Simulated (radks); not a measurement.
The nuclear charge of the platinum ion Pt2+ is varied continuously with 76 electrons held in [Xe] 4f14 5d8. Calculated with a radial shooting solver on a logarithmic mesh with Libxc functionals: scalar-relativistic Kohn-Sham, r2SCAN, spin-polarised, spherical densities, finite nucleus; open shells are filled with parallel spins first (spin-orbit coupling, left out, can overturn this in heavy ions); meta-GGA in the generalised Kohn-Sham scheme; Fermi nuclear charge, rms radius 5.427 fm. By the Hellmann-Feynman theorem dE/dZ = E(electron-nucleus)/Z, the electronic potential at the nucleus (averaged over a nucleus of fixed radius). The scalar-relativistic energy here is not variational (the density holds large components alone), so the two differ by a part that grows with Z.

[
 {"Z": "77.6", "E (hartree)": "-18175.3264", "E(electron-nucleus)/Z (hartree)": "-581.100", "HOMO": "5d", "e(HOMO) (eV)": "-19.729", "<r> HOMO (bohr)": "1.615"},
 {"Z": "77.8", "E (hartree)": "-18292.7850", "E(electron-nucleus)/Z (hartree)": "-583.407", "HOMO": "5d", "e(HOMO) (eV)": "-22.353", "<r> HOMO (bohr)": "1.583"},
 {"Z": "78", "E (hartree)": "-18410.7152", "E(electron-nucleus)/Z (hartree)": "-585.716", "HOMO": "5d", "e(HOMO) (eV)": "-25.065", "<r> HOMO (bohr)": "1.553"},
 {"Z": "78.2", "E (hartree)": "-18529.1175", "E(electron-nucleus)/Z (hartree)": "-588.028", "HOMO": "5d", "e(HOMO) (eV)": "-27.862", "<r> HOMO (bohr)": "1.526"},
 {"Z": "78.4", "E (hartree)": "-18647.9926", "E(electron-nucleus)/Z (hartree)": "-590.342", "HOMO": "5d", "e(HOMO) (eV)": "-30.740", "<r> HOMO (bohr)": "1.499"},
 {"Z": "78.6", "E (hartree)": "-18767.3410", "E(electron-nucleus)/Z (hartree)": "-592.659", "HOMO": "5d", "e(HOMO) (eV)": "-33.698", "<r> HOMO (bohr)": "1.475"},
 {"Z": "78.8", "E (hartree)": "-18887.1636", "E(electron-nucleus)/Z (hartree)": "-594.979", "HOMO": "5d", "e(HOMO) (eV)": "-36.733", "<r> HOMO (bohr)": "1.452"},
 {"Z": "79", "E (hartree)": "-19007.4608", "E(electron-nucleus)/Z (hartree)": "-597.302", "HOMO": "5d", "e(HOMO) (eV)": "-39.843", "<r> HOMO (bohr)": "1.430"}
]

The central difference of E at Z = 78 is -590.831 hartree, to compare with the third column; the second derivative is -11.8 hartree.
